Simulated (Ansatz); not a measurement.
Start from `OC(O)(F)Br` and change one atom or group to get `CC(O)(F)Br`.

Ansatz, PBE0-D4/def2-TZVP geometries, multiplicity 1. Each molecule was computed in one conformer, which needn't be the lowest.

Scalar relativity is left out up to krypton. Spin–orbit coupling is left out; it splits and shifts lone-pair levels of the heavy atoms by tenths of an eV.

```csv
property,`OC(O)(F)Br`
LUMO energy (B3LYP/def2-TZVPP) / eV,-0.83
"ideal-gas entropy at 298 K and 1 bar (rigid rotor, harmonic PBE0-D4/def2-TZVP) / J/(mol·K)",319
LUMO energy (PBE0/def2-TZVPP) / eV,-0.49
size of the dipole moment (PBE/def2-TZVPP) / D,2.56
HOMO energy (ωB97M-V/def2-TZVPP) / eV,-10.69
HOMO energy (PBE/def2-TZVPP) / eV,-6.98
```

(1) What does the change do to each property? (An estimate is asked.)

## Answers

(1) Computed: 
```json
{"property": "LUMO energy (B3LYP/def2-TZVPP) / eV", "`CC(O)(F)Br`": "-0.72", "shift": "0.11"}
{"property": "ideal-gas entropy at 298 K and 1 bar (rigid rotor, harmonic PBE0-D4/def2-TZVP) / J/(mol·K)", "`CC(O)(F)Br`": "324", "shift": "5"}
{"property": "LUMO energy (PBE0/def2-TZVPP) / eV", "`CC(O)(F)Br`": "-0.41", "shift": "0.08"}
{"property": "size of the dipole moment (PBE/def2-TZVPP) / D", "`CC(O)(F)Br`": "1.23", "shift": "-1.33"}
{"property": "HOMO energy (ωB97M-V/def2-TZVPP) / eV", "`CC(O)(F)Br`": "-10.51", "shift": "0.18"}
{"property": "HOMO energy (PBE/def2-TZVPP) / eV", "`CC(O)(F)Br`": "-6.82", "shift": "0.16"}
```

With PBE0 the HOMO rises by 0.18 eV and the LUMO rises by 0.08 eV, so the gap narrows by about 0.10 eV. PBE moves the HOMO by 0.16 eV and ωB97M-V by 0.18 eV. The zero-point energy changes by 62.1 kJ/mol with +6 modes. Dipoles are sizes alone; their direction can turn.

Positive LUMOs are unbound, so they and the gaps depend on the basis.

B3LYP here is the variant with VWN-RPA as its local correlation; programs differ in this.
